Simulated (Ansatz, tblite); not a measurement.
Dissociation curve of C6H17NSi, SMILES CC(C)N([SiH3])C(C)C. The N1–Si22 bond (N1 also carries C, C; Si22 carries H, H, H) is stretched with both fragments frozen at the PBE0/def2-SVP optimised geometry.

Methods: GFN2-xTB, 300 K electronic temperature (tblite); UKS-PBE0 = unrestricted PBE0/def2-SVP (Ansatz, a quantum-chemistry and plane-wave program).

Energies relative to the lowest point of each curve near equilibrium, in kcal/mol; the last columns give the difference from UKS-PBE0:

```tsv
R / Å	GFN2-xTB	UKS-PBE0	GFN2-xTB − UKS-PBE0
1.44	57.0	47.7	9.3
1.54	17.3	17.5	-0.2
1.62	4.0	5.4	-1.4
1.68	0.3	1.2	-0.9
1.74	0.0	0.0	0.0
1.79	1.5	0.8	0.7
1.88	6.7	5.1	1.6
1.95	12.2	10.3	1.9
2.08	23.8	22.3	1.5
2.30	44.1	45.0	-0.9
2.54	64.9	68.6	-3.7
2.84	85.7	88.1	-2.4
3.19	98.5	89.4	9.1
3.64	105.0	89.8	15.2
4.30	108.0	90.6	17.4
5.07	109.4	91.2	18.2
```

GFN2-xTB is furthest from UKS-PBE0 at 5.07 (18.2 kcal/mol, above); its mean absolute difference over the points is 5.3 kcal/mol.

The unrestricted determinant behind UKS-PBE0 is spin-contaminated at 2.84 to 5.07 Å (<S²> up to 1.0, against 0.00 for a pure singlet).
